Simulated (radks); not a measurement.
Values are calculated unless marked as measured or tabulated.
Q: The table gives one normalised radial function P(r) = r R(r) (large component) of Sc2+ in [Ar] 3d1 (r in bohr). Code: a radial shooting solver on a logarithmic mesh with Libxc functionals. Model: Dirac Kohn-Sham, PBEsol, spin-unpolarised, spherical densities, finite nucleus; open shells fill j = l - 1/2 first; Fermi nuclear charge, rms radius 3.5459 fm.

r          P
0.002384  0.0016
0.003055  0.0026
0.003914  0.0043
0.005016  0.0070
0.006428  0.0113
0.008237  0.0181
0.01056   0.0290
0.01353   0.0461
0.01733   0.0726
0.02221   0.1133
0.02846   0.1743
0.03648   0.2636
0.04674   0.3901
0.0599    0.5618
0.07676   0.7820
0.09836   1.0436
0.126     1.3221
0.1615    1.5709
0.207     1.7249
0.2652    1.7194
0.3399    1.5229
0.4356    1.1671
0.5582    0.7489
0.7153    0.3874
0.9166    0.1533
1.175     0.0434
1.505     0.0081
1.929     0.0009
2.472     0.0001
3.167     0.0000
4.059     0.0000
5.201     0.0000

Which n and l does it have? It may be an empty orbital.

A: n = 2, l = 1: the number of nodes gives n - l - 1 = 0, the rise at small r points to l (this Dirac orbital starts outside the nucleus as r^gamma with gamma = sqrt((l + 1)^2 - (Z/c)^2) = 1.99; the j = 3/2 orbital of l + 1 starts with the same power, but with a smaller coefficient, and then steepens), and the extent must fit the shell. The curve is that of 2p3/2; the two j differ most near the nucleus, where j = l - 1/2 has the larger amplitude, and in heavy atoms j = l - 1/2 is also the more compact. 2p3/2: eigenvalue -401.73 eV, 0 radial nodes, <r> = 0.309 bohr, 90 % of the charge inside 0.508 bohr.
